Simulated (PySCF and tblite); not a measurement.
Results of a calculation; reference values are marked as such.
System: C4H7NOSi, numbered as in [N:1]#[C:2][C@@H:3]1[CH2:4][CH2:5][O:6][SiH2:7]1.

For the inversion of the 5-membered ring (3–4–5–6–7): electronic barrier 3.68 kcal/mol, zero-point change -0.20 kcal/mol, thermal and entropy terms at 298.15 K a further 0.20 kcal/mol (symmetry numbers apart). The minimum is C1, the saddle C1. Level: revPBE/pcSseg-1 + D3(BJ) on GFN2-xTB stationary points, with GFN2-xTB thermal terms. Rates follow Eyring's equation with the number of equivalent paths and no tunnelling. (PySCF 2.14 with density fitting, tblite 0.8.)

Task: How many equivalent paths lead out of the minimum?

Result: 1: the symmetry number of the minimum is 1, that of the saddle displaced along its mode 1.

Task: Work out the rate at 298.15 K.

Result: ΔG‡ = 3.68 kcal/mol; k_B T/h = 6.2×10¹² s⁻¹; exp(−ΔG‡/RT) = 0.002; times 1 gives k = 1.2×10¹⁰ s⁻¹. Wigner's tunnelling factor for the 128i cm⁻¹ mode would be 1.02.
